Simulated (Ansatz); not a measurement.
Cost and result up the ladder for GeH3(NHiPr) (C₃H₁₁GeN) (16 atoms). The state is a singlet with charge 0. Geometry: PBE-D4/def2-SVP.

```csv
atom,x (Å),y (Å),z (Å)
C1,0.251,0.427,-0.766
C2,0.634,1.621,0.125
C3,-1.266,0.329,-0.946
Ge4,0.096,-1.781,1.154
N5,0.793,-0.853,-0.299
H6,-0.186,-0.921,2.430
H7,-1.229,-2.470,0.736
H8,1.175,-2.844,1.484
H9,1.818,-0.826,-0.255
H10,0.689,0.608,-1.776
H11,0.198,1.513,1.141
H12,0.274,2.581,-0.300
H13,1.736,1.695,0.237
H14,-1.780,0.193,0.031
H15,-1.671,1.255,-1.400
H16,-1.532,-0.528,-1.595
```

Ansatz on 4 threads of Arm Neoverse V2 on a shared host. Times are rough, and most runs start from the orbitals of an earlier one. PBE0-D4/def2-TZVP serves as the yardstick here, not as an exact answer. Differences are given only for rows in sets of like size (and for xTB, whose basis is part of the method), since another set adds its own error. Binding counts from free atoms at the same level (C triplet, Ge triplet, N quartet, H doublet; other spins of the atoms weren't run), without zero-point energy or a counterpoise term.

B3LYP takes the VWN-RPA correlation. Correlated methods freeze 13 core orbitals; core or outer-core shells of Ge are correlated, in sets that lack core-valence functions. The rows differ in basis, and correlated rows in double-zeta sets carry the largest basis error. Another isomer (singlet) lies 1.26 eV lower at PBE0-D4/def2-TZVP; other spin states weren't run for this one.

Correlated methods converge slowly with the basis, most of all in double-zeta sets.

| level | functions | wall time | binding energy per atom (eV) | difference from PBE0-D4/def2-TZVP (eV) |
| --- | --- | --- | --- | --- |
| PBE-D4/def2-SVP | 143 | 1.4 s | 3.74 | – |
| PBE0-D4/def2-SVP | 143 | 1.9 s | 3.70 | – |
| PBE-D4/def2-TZVP (with forces) | 238 | 2.8 s | 3.72 | 0.04 |
| MP2/def2-TZVP | 238 | 3.3 s | 3.55 | -0.12 |
| B3LYP-D4/def2-TZVP | 238 | 3.4 s | 3.67 | 0.00 |
| PBE0-D4/def2-TZVP | 238 | 4.3 s | 3.67 | 0.00 |
| r2SCAN-D4/def2-TZVP | 238 | 4.9 s | 3.66 | -0.01 |
| CCSD(T)/def2-SVP | 143 | 24 s | 3.51 | – |
